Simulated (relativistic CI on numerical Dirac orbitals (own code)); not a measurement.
V⁴⁺ in a cubic cluster: 3p photoemission with charge transfer

Computed with a charge-transfer multiplet model of a cubic metal-ligand cluster with up to 2 ligand holes, Slater and spin-orbit integrals from Dirac-Coulomb-Breit ions, Slater integrals scaled by 0.8. The ground state mixes d1 with configurations of k ligand holes L, whose averages lie at kΔ + k(k − 1)U_dd/2; a core hole lowers each added d electron by U_cd. 300 K, Lorentzian 0.9 eV and Gaussian 0.8 eV FWHM.

Atomic integrals in eV (Slater integrals scaled, ζ unscaled), ground: F2dd 8.057, F4dd 5.049, zeta_d 0.029; with the core hole: F2dd 8.057, F4dd 5.049, zeta_d 0.033, zeta_core 0.604, F2cd 9.897, G1cd 12.128, G3cd 7.527. Where a configuration has fewer than two d electrons, the dd integrals are those of d2.

Cluster parameters (eV): Δ = -0.9, U_cd = 6.3, 10Dq = 0.9, 10Dq(ligand) = 0.5, V(eg) = 2.85, V(t2g) = -1.34, final-state hopping factor = 0.9.

```csv
Case,n_d,d1,d2L,d3L2,S
U_dd = 4.9 eV,2.01,0.21,0.56,0.23,0.50
U_dd = 5.6 eV,1.99,0.22,0.57,0.21,0.50
U_dd = 7.7 eV,1.92,0.25,0.58,0.17,0.50
```

Weights, n_d and S are thermal averages at 300 K. Binding energies count from the first peak over 30 % of the highest in each spectrum, which can be another peak from case to case. The parameters are a model scan and need not match a compound or its usual spin state. Peaks in eV (height, largest 100):
- U_dd = 4.9 eV: 0.0 (100), 1.2 (88), 13.6 (26), 17.0 (11)
- U_dd = 5.6 eV: 0.0 (100), 1.3 (87), 13.6 (25), 17.3 (10)
- U_dd = 7.7 eV: 0.0 (100), 1.6 (84), 13.9 (24), 17.9 (9)

Curve for U_dd = 7.7 eV (points under 2 left out, the grid thinned):

```csv
E (eV),Intensity
-4.5,2.6
-3.9,3.4
-3.3,4.6
-2.6,7.3
-2.0,12.4
-1.4,27.2
-0.8,65.6
-0.1,99.4
0.5,94.6
1.1,83.8
1.7,84.0
2.3,78.7
3.0,70.0
3.6,47.4
4.2,33.2
4.8,28.4
5.5,23.8
6.1,21.6
6.7,18.5
7.3,15.3
8.0,13.1
8.6,10.2
9.2,8.0
9.8,6.7
10.4,7.1
11.1,9.4
11.7,11.0
12.3,12.1
12.9,16.4
13.6,23.2
14.2,22.9
14.8,18.7
15.4,12.9
16.1,8.4
16.7,7.1
17.3,7.5
17.9,8.9
18.5,7.5
19.2,5.8
19.8,5.4
20.4,5.1
21.0,4.2
21.7,3.1
22.3,2.4
22.9,2.0
```

For the case U_dd = 5.6 eV, Δ = -0.9 eV is smaller than U_dd = 5.6 eV, the charge-transfer side of the Zaanen-Sawatzky-Allen scheme (negative Δ: between configuration averages a ligand hole costs less than the nominal valence; multiplet and field energies can change this for the lowest states). With the core hole the average of the configuration with one ligand hole lies at Δ − U_cd = -7.2 eV before mixing: it lies below the unscreened one, so the lowest final states are mostly screened and the unscreened weight appears at higher binding energy as a satellite.

With at most 2 ligand holes the space is cut while the next configuration still counts, so covalency is underestimated, and a final configuration with one more ligand hole, which can lie low, is missing from the spectra.
